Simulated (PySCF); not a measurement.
## Computed properties of VF5, SMILES [F][V]([F])([F])([F])[F], multiplicity 1

VF5, SMILES [F][V]([F])([F])([F])[F], multiplicity 1. The structure is a stationary point at ωB97X-D3(BJ)/def2-SVP. The spin state was assumed, not searched. The isomer is the one that the SMILES or the coordinates give; other isomers of the formula were not compared. The values are those of a single conformer. All values are computed for the isolated molecule unless a solvent is named; none is compared with measurement here.

**Structure.** The optimised structure has D3h symmetry. All 12 harmonic modes at ωB97X-D3(BJ)/def2-SVP (PySCF) are real, so it is a minimum. With heavy atoms numbered as in [V:1]([F:2])([F:3])([F:4])([F:5])[F:6], the shortest bond between them is V1–F4 at 1.684 Å and the longest V1–F3 at 1.721 Å.

**Vibrations.** The strongest infrared lines (harmonic, unscaled, degenerate partners summed) lie at 857 cm⁻¹ (495 km/mol, F 62 %, V 38 %), 798 cm⁻¹ (393 km/mol, F 56 %, V 44 %), 292 cm⁻¹ (45 km/mol, F 73 %, V 27 %). The softest mode is at 115 cm⁻¹ and the zero-point energy is 8.3 kcal/mol.

**Electronic structure.** M06-2X/def2-TZVP (PySCF) places the frontier levels at -14.53 and -4.60 eV, a gap of 9.93 eV, and gives a dipole moment of 0.00 D and a mean polarisability of 35.6 bohr³. PBE/def2-TZVP (PySCF) at the same geometry gives -10.17 and -6.16 eV, so its gap is 5.92 eV narrower. An orbital gap is neither the optical nor the fundamental gap.

**Excitations.** TDDFT-PBE0/def2-SVPD (PySCF) has S1 at 4.51 eV (275 nm, f = 0.000, dark); the most intense of the 10 singlets computed lies at 5.74 eV (f = 0.02). Strengths of degenerate partners are summed. T1 (TDA) is at 4.05 eV. TDDFT-PBE/def2-SVPD (PySCF) puts S1 at 3.92 eV. No vertical singlet excitation falls in the visible range (under 3.1 eV).

**NMR.** GIAO shifts at PBE0/pcSseg-1 (PySCF) (non-relativistic, atoms alike by connectivity averaged): ¹⁹F at 508.1 ppm against CFCl3.
